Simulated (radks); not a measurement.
Results of a calculation; reference values are marked as such.
Task: The ruthenium ion Ru16+, [Ar] 3d10. Level of theory: non-relativistic Kohn-Sham, exchange-only B88, spin-polarised, spherical densities, point nucleus (a radial shooting solver on a logarithmic mesh with Libxc functionals). Every spin shell is full or empty, so the densities are truly spherical. Functionals are evaluated on that one density, not self-consistently. Rank these exchange functionals by their error against the exact value of the orbitals, and give that value: LDA, B88, PBE, RPBE, WC, SOGGA, G96, APBE, revTPSS, Tao-Mo, TASK.

Result: Exact: -117.883 hartree. From best to worst, with 100 (|E| - |E exact|)/|E exact| (equal figures are ties): B88 -0.14, APBE +0.15, G96 +0.19, RPBE -0.35, PBE -0.65, Tao-Mo -0.92, revTPSS -1.01, WC -1.18, TASK -2.15, SOGGA -2.70, LDA -5.64.
